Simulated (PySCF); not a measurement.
Molecule: SMILES CC(C)CC(C)C, C$_{7}$H$_{16}$.

Bonds (- single, = double, # triple, : aromatic): C1-C2, C2-C3, C2-C4, C4-C5, C5-C6, C5-C7. C1 carries H8, H9, H10; C2 carries H11; C3 carries H12, H13, H14; C4 carries H15, H16; C5 carries H17; C6 carries H18, H19, H20; C7 carries H21, H22, H23.

Frames of a GFN2-xTB Langevin trajectory at 400 K; GIAO PBE0/pcSseg-1 shieldings in PySCF 2.14, gas phase, non-relativistic; equivalent atoms averaged within each frame.

Referencing at the same level of theory: ¹³C (σ = 186.93 ppm) and ¹H (σ = 31.72 ppm) vs TMS. The references are static minima.

How do the shifts (ppm) fluctuate along the trajectory?

## Answers


```tsv
time (fs)	C4	C2/C5	C1/C3/C6/C7	H15/H16	H11/H17	H8/H9/H10/H12/H13/H14/H18/H19/H20/H21/H22/H23
optimised geometry	51.6	28.7	24.5	0.98	1.56	0.92
250	55.3	31.7	24.5	1.39	1.25	0.89
425	54.4	33.2	26.6	0.97	2.36	1.37
625	52.4	32.0	28.5	1.55	1.86	1.53
800	57.5	28.1	24.4	1.00	0.93	0.96
1000	65.3	29.9	23.6	1.22	2.57	1.10
mean of frames	57.0	31.0	25.5	1.23	1.80	1.17
standard deviation	5.0	2.0	2.0	0.25	0.70	0.27
```

5 frames give an uncertainty of the mean of about the standard deviation over 2.2 at best, since frames this close in time may not be independent; classical motion lacks zero-point vibration, and the reference would need the same averaging.
